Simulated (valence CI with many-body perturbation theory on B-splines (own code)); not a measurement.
## W III: E2, M1 decay

Calculated by configuration interaction combined with many-body perturbation theory (CI+MBPT): four valence electrons over a frozen Dirac-Fock core [Xe] 4f14, a basis of 9 s, 9 p, 10 d, 8 f, 5 g, 3 h, 1 i functions for each j, with the one-electron correlation potential Σ1, the two-electron term Σ2, the three-electron term Σ3, Breit, model QED; selected CI, second order for the rest, scaled by the run's own slope (own B-spline code, finite nucleus).

Against 9 measured levels this calculation errs by 381 cm⁻¹ on average and by 1000 at most. These come from a selection out of NIST levels as listed in McCann et al., Mon. Not. R. Astron. Soc. 538, 537 (2025). Levels without a partner in it may be off by more, other configurations by 1,000 to 8,000 cm⁻¹. Among the levels kept, up to 420 cm⁻¹ of a level comes from second order outside the variational space, and about a tenth of that is noise between levels of different J, which matters for small intervals. Only levels of the ground parity were solved; by the run's estimate the other parity begins above the list, which can be wrong where configurations are misplaced.

Lines 51 to 99 of 99 in falling wavelength, among levels below 6.058 eV, chosen from the decays that carry over 1 % of a level's rate. Wavelengths and rates use the calculated energies, so an error of 400 cm⁻¹ moves a line at 928.5 nm by 3.7 % and its rate by three times that or more. Electric multipoles are in the length gauge, E1 and E2 with the static RPA response of the core. S is in atomic units (e²a₀⁴ for E2 and M2, e²a₀⁶ for E3), for M1 in squared Bohr magnetons. Weak lines are less certain than strong ones. Lines between different terms over intervals too small for the method are left out, as are lines whose strength nearly cancels and 10 of this kind that miss the measured wavelength by over 7 %. Where a level lies close to another of its J and parity, the split of strength between their lines is uncertain.

Names give the largest LS component (configuration and term), which can be under half, so a name can repeat, a term be missing and a line seem to break the LS rules; names also repeat where a configuration has a term twice. Letters in brackets count levels of one name in rising energy.

```
λ vac (nm)           Upper       Lower  Type   A (s⁻¹)  S (a.u.)
     934.1  5d³6s ⁵P_2 [a]  5d³6s ⁵F_2    M1  6.49e-02  9.80e-03
     928.5  5d³6s ⁵P_2 [a]    5d⁴ ³P_1    M1  1.38e-01  2.05e-02
     911.9        5d⁴ ³G_3    5d⁴ ⁵D_2    M1  1.33e+00  2.62e-01
     905.4      5d³6s ⁵P_1  5d³6s ⁵F_2    M1  3.99e-01  3.29e-02
     900.0      5d³6s ⁵P_1    5d⁴ ³P_1    M1  1.46e+00  1.18e-01
     898.3    5d⁴ ³P_2 [a]    5d⁴ ⁵D_3    M1  2.21e+00  2.97e-01
     888.2  5d³6s ⁵F_4 [b]    5d⁴ ⁵D_4    M1  1.38e+00  3.22e-01
     888.2  5d³6s ⁵F_4 [b]    5d⁴ ⁵D_4    E2  5.79e-02  2.57e+01
     832.9  5d³6s ⁵F_4 [a]    5d⁴ ⁵D_3    M1  2.77e-01  5.35e-02
     832.9  5d³6s ⁵F_4 [a]    5d⁴ ⁵D_3    E2  2.77e-02  8.92e+00
     824.3  5d³6s ⁵P_2 [a]  5d³6s ⁵F_1    M1  1.38e+00  1.43e-01
     807.9    5d⁴ ³F_2 [a]    5d⁴ ⁵D_1    M1  1.57e+00  1.54e-01
     801.8      5d³6s ⁵P_1  5d³6s ⁵F_1    M1  4.49e-01  2.58e-02
     793.0    5d⁴ ³F_3 [a]    5d⁴ ⁵D_4    M1  5.04e-01  6.53e-02
     785.5  5d³6s ⁵F_4 [b]    5d⁴ ⁵D_3    M1  6.10e-01  9.86e-02
     772.0    5d⁴ ³P_2 [a]    5d⁴ ⁵D_2    M1  1.60e-01  1.37e-02
     770.0      5d³6s ⁵F_5    5d⁴ ⁵D_4    E2  2.09e-01  5.55e+01
     770.0      5d³6s ⁵F_5    5d⁴ ⁵D_4    M1  2.61e-02  4.86e-03
     758.5        5d⁴ ³G_4    5d⁴ ⁵D_4    M1  9.34e-01  1.36e-01
     723.2  5d³6s ⁵F_4 [a]    5d⁴ ⁵D_2    E2  6.93e-02  1.10e+01
     719.9      5d³6s ⁵F_3    5d⁴ ⁵D_1    E2  1.79e-01  2.16e+01
     710.2    5d⁴ ³F_3 [a]    5d⁴ ⁵D_3    M1  5.70e-01  5.30e-02
     699.6      5d³6s ⁵P_1    5d⁴ ³P_0    M1  2.52e-01  9.61e-03
     691.6      5d³6s ⁵F_5    5d⁴ ⁵D_3    E2  1.28e-01  1.99e+01
     687.2  5d³6s ⁵F_4 [b]    5d⁴ ⁵D_2    E2  1.29e-01  1.59e+01
     685.1        5d⁴ ³D_1    5d⁴ ³P_0    M1  3.91e+00  1.40e-01
     682.3        5d⁴ ³G_4    5d⁴ ⁵D_3    M1  8.86e-01  9.38e-02
     662.8    5d⁴ ³P_2 [a]    5d⁴ ⁵D_1    M1  4.37e-01  2.36e-02
     656.7        5d⁴ ³D_3    5d⁴ ⁵D_4    M1  2.11e+00  1.55e-01
     652.3        5d⁴ ¹D_2    5d⁴ ⁵D_3    M1  1.75e+00  9.01e-02
     628.8    5d⁴ ³F_3 [a]    5d⁴ ⁵D_2    M1  2.30e-01  1.48e-02
     619.6        5d⁴ ³G_5    5d⁴ ⁵D_4    M1  2.97e-01  2.88e-02
     619.6        5d⁴ ³G_5    5d⁴ ⁵D_4    E2  1.43e-01  1.28e+01
     603.7  5d³6s ⁵P_2 [a]    5d⁴ ⁵D_4    E2  6.06e-01  2.17e+01
     598.8        5d⁴ ³D_3    5d⁴ ⁵D_3    M1  1.22e+00  6.80e-02
     567.8        5d⁴ ³G_5    5d⁴ ⁵D_3    E2  6.00e-02  3.48e+00
     554.4  5d³6s ⁵P_2 [a]    5d⁴ ⁵D_3    M1  8.39e-01  2.65e-02
     544.2      5d³6s ⁵P_1    5d⁴ ⁵D_3    E2  8.36e-01  1.07e+01
     539.9        5d⁴ ³D_3    5d⁴ ⁵D_2    M1  2.35e+00  9.59e-02
     518.5        5d⁴ ¹D_2    5d⁴ ⁵D_1    M1  7.00e-01  1.81e-02
     518.5        5d⁴ ¹D_2    5d⁴ ⁵D_1    E2  5.17e-02  8.64e-01
     503.6  5d³6s ⁵P_2 [a]    5d⁴ ⁵D_2    M1  4.33e-01  1.03e-02
     503.6  5d³6s ⁵P_2 [a]    5d⁴ ⁵D_2    E2  2.72e-01  3.94e+00
     495.1      5d³6s ⁵P_1    5d⁴ ⁵D_2    E2  9.34e-01  7.44e+00
     454.7  5d³6s ⁵P_2 [a]    5d⁴ ⁵D_1    E2  6.43e-01  5.58e+00
     454.7  5d³6s ⁵P_2 [a]    5d⁴ ⁵D_1    M1  2.60e-01  4.53e-03
     447.8      5d³6s ⁵P_1    5d⁴ ⁵D_1    E2  4.35e-01  2.10e+00
     414.9  5d³6s ⁵P_2 [a]    5d⁴ ⁵D_0    E2  5.21e-01  2.86e+00
     409.2      5d³6s ⁵P_1    5d⁴ ⁵D_0    M1  4.24e-01  3.23e-03
```
